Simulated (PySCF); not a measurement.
Be(I)(SMe) (CH3BeIS), SMILES [S]([Be][I])C.

Geometry: PBE0-D3(BJ)/def2-SVP. The def2 effective core potentials stand for the cores of I; spin–orbit coupling is left out. The values are those of a single conformer.

Computed with PBE0-D3(BJ)/def2-SVP in PySCF 2.14.0.

Frequencies are harmonic and unscaled.

| mode | ν (cm⁻¹) | IR (km/mol) | Raman (Å⁴/amu) | depolarisation | moving atoms (share of kinetic energy) |
|---|---|---|---|---|---|
| 1 | 58 | 0.0 | 0.0 | – | H 98 % |
| 2 | 77 | 3.5 | 3.5 | 0.64 | C 50 %, H 21 %, Be 15 %, I 9 % |
| 3 | 201 | 12.5 | 0.5 | 0.75 | Be 90 % |
| 4 | 254 | 4.0 | 5.8 | 0.17 | S 48 %, Be 26 %, I 20 % |
| 5 | 314 | 7.5 | 0.5 | 0.17 | Be 57 %, S 31 % |
| 6 | 715 | 5.1 | 14.8 | 0.22 | C 60 %, S 30 %, H 9 % |
| 7 | 958 | 6.7 | 3.4 | 0.75 | H 85 %, C 14 % |
| 8 | 966 | 168.2 | 2.5 | 0.74 | H 56 %, Be 32 %, C 10 % |
| 9 | 990 | 198.3 | 1.0 | 0.49 | Be 58 %, H 27 %, S 10 % |
| 10 | 1336 | 9.5 | 2.6 | 0.75 | H 87 %, C 13 % |
| 11 | 1453 | 10.0 | 9.3 | 0.74 | H 96 % |
| 12 | 1457 | 9.4 | 17.5 | 0.75 | H 95 % |
| 13 | 3078 | 17.6 | 140.6 | 0.02 | H 98 % |
| 14 | 3195 | 0.4 | 104.6 | 0.67 | H 90 %, C 10 % |
| 15 | 3196 | 1.1 | 52.4 | 0.75 | H 90 %, C 10 % |
